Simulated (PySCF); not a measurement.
AlBr2F. Atoms are numbered in the order given.

```xyz
4

Al     0.0000     0.0000    -0.6574
F      0.0000     0.0000    -2.3129
Br     0.0000     1.9555     0.4195
Br     0.0000    -1.9555     0.4195
```
Charge 0, spin multiplicity 1.

The structure is a stationary point at B3LYP-D3(BJ)/def2-SVP. The structure was generated by enumeration; whether it is a known compound was not checked.

Calculation: PySCF with TDA-PBE/def2-SVPD.

Vertical excitations. Isolated molecule, no solvent. State labels are in the subgroup C2v.

| state | symmetry | energy (eV) | λ (nm) | f | main pairs |
|---|---|---|---|---|---|
| S1 | B2 | 5.23 | 237 | 0.010 | HOMO→LUMO 99 % |
| S2 | A2 | 5.46 | 227 | 0.000 | HOMO−1→LUMO 100 % |
| S3 | A2 | 5.69 | 218 | 0.000 | HOMO→LUMO+1 100 % |
| S4 | A1 | 5.73 | 217 | 0.028 | HOMO−2→LUMO 99 % |
| S5 | B1 | 5.87 | 211 | 0.056 | HOMO−3→LUMO 99 % |
| S6 | B1 | 6.16 | 201 | 0.001 | HOMO−2→LUMO+1 100 % |
| S7 | B2 | 6.23 | 199 | 0.029 | HOMO−1→LUMO+1 84 %, HOMO−4→LUMO 13 % |
| S8 | A1 | 6.64 | 187 | 0.018 | HOMO−3→LUMO+1 90 % |
| S9 | B2 | 7.17 | 173 | 0.258 | HOMO−4→LUMO 70 % |
| S10 | A2 | 7.28 | 170 | 0.000 | HOMO−4→LUMO+1 99 % |
| T1 | B2 | 4.98 | 249 | 0 | HOMO→LUMO 100 % |
| T2 | A2 | 5.23 | 237 | 0 | HOMO−1→LUMO 99 % |
| T3 | A1 | 5.45 | 227 | 0 | HOMO−2→LUMO 100 % |
| T4 | B1 | 5.48 | 226 | 0 | HOMO−3→LUMO 99 % |
Triplets are in the Tamm–Dancoff approximation.
